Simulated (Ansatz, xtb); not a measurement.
## Relative energy of two isomers of C2H7GeNSi

Structure a is `C#[C][GeH2][SiH2]N`, a singlet and structure b is `C#C[SiH2][GeH2][NH2]`, a singlet. Both are isolated molecules in the gas phase, relaxed with B3LYP/def2-SVP, each in the lowest conformer that the search found.

a (Å):

| atom | x (Å) | y (Å) | z (Å) |
| --- | --- | --- | --- |
| C | 0.3034 | -0.9039 | -0.3066 |
| C | 0.0342 | 0.0575 | 0.3911 |
| Ge | -0.4795 | 1.5787 | 1.4465 |
| N | -2.8176 | 2.0558 | -0.8665 |
| Si | -2.7534 | 2.0897 | 0.8687 |
| H | 0.5555 | -1.7544 | -0.9137 |
| H | 0.4983 | 2.7225 | 1.1040 |
| H | -0.2907 | 1.1997 | 2.9312 |
| H | -3.1269 | 3.4581 | 1.3335 |
| H | -3.6403 | 1.1243 | 1.6005 |
| H | -3.6524 | 2.3697 | -1.3538 |
| H | -2.3915 | 1.2711 | -1.3528 |

b (Å):

```json
{"atom": "C", "x (Å)": "-0.2116", "y (Å)": "-1.2999", "z (Å)": "3.4316"}
{"atom": "C", "x (Å)": "0.4569", "y (Å)": "-0.3784", "z (Å)": "2.9976"}
{"atom": "Ge", "x (Å)": "0.5190", "y (Å)": "1.5214", "z (Å)": "0.1128"}
{"atom": "N", "x (Å)": "0.5049", "y (Å)": "-0.0796", "z (Å)": "-0.8269"}
{"atom": "Si", "x (Å)": "1.4279", "y (Å)": "1.0101", "z (Å)": "2.2769"}
{"atom": "H", "x (Å)": "-0.7958", "y (Å)": "-2.1120", "z (Å)": "3.8253"}
{"atom": "H", "x (Å)": "2.8568", "y (Å)": "0.5991", "z (Å)": "2.1689"}
{"atom": "H", "x (Å)": "1.3345", "y (Å)": "2.1910", "z (Å)": "3.1841"}
{"atom": "H", "x (Å)": "1.4286", "y (Å)": "2.4899", "z (Å)": "-0.6765"}
{"atom": "H", "x (Å)": "-0.8748", "y (Å)": "2.1989", "z (Å)": "0.2654"}
{"atom": "H", "x (Å)": "0.1141", "y (Å)": "-0.0075", "z (Å)": "-1.7660"}
{"atom": "H", "x (Å)": "0.0097", "y (Å)": "-0.8249", "z (Å)": "-0.3381"}
```

Quicker runs give these differences E(b) − E(a): GFN2-xTB +8.7 kcal/mol; HF/STO-3G +2.9 kcal/mol (at GFN2-xTB geometries); r2SCAN-D4/def2-SVP +5.4 kcal/mol (at GFN2-xTB geometries).

Estimate E(b) − E(a) at the level CCSD(T)/def2-SVP + ΔMP2/def2-TZVPP.

Calculated at CCSD(T)/def2-SVP + ΔMP2/def2-TZVPP: E(b) − E(a) = +6.9 kcal/mol, so structure a lies lower.

How the difference moves with the method:

```tsv
level	geometry	E(b) − E(a) (kcal/mol)	departure from the last row (kcal/mol)	job, with rough time for the two
GFN2-xTB	GFN2-xTB	+8.7	+1.7	optimisation, 0.15 s
HF/STO-3G	GFN2-xTB	+2.9	−4.1	single point, 0.38 s
r2SCAN-D4/def2-SVP	GFN2-xTB	+5.4	−1.5	single point, 2.3 s
B3LYP/def2-SVP	B3LYP/def2-SVP	+5.4	−1.5	optimisation, 48 s
HF/def2-SVP	B3LYP/def2-SVP	+6.5	−0.4	part of the CCSD(T) run
MP2/def2-SVP	B3LYP/def2-SVP	+5.7	−1.2	part of the CCSD(T) run
CCSD(T)/def2-SVP	B3LYP/def2-SVP	+5.4	−1.5	single point
CCSD(T)/def2-SVP + ΔMP2/def2-TZVPP	B3LYP/def2-SVP	+6.9		single point, 28 s
```

As drawn, b has 1 C–Si, 1 Ge–N in place of 1 C–Ge, 1 N–Si.

None of the levels shown reverses the order. The largest departure from CCSD(T)/def2-SVP + ΔMP2/def2-TZVPP is that of HF/STO-3G, 4.1 kcal/mol. The last row adds to CCSD(T) the change of the MP2 difference between the two basis sets, here +1.5 kcal/mol.

With thermal terms from frequencies at re-optimised GFN2-xTB minima (ideal gas, soft modes damped towards free rotors, one conformer each, 298.15 K, 1 atm): on the last row, ΔE + ΔZPE = +6.3, ΔH = +6.3, ΔG = +6.2 kcal/mol.

The correlated steps freeze 17 core orbitals; the filled d shell of Ge is correlated, in a basis made for valence electrons. Run with Ansatz 0.2.0, xtb 6.7.1; the last row on 2 threads of AMD EPYC 9R45 96-Core Processor (Zen 5) on a shared host.
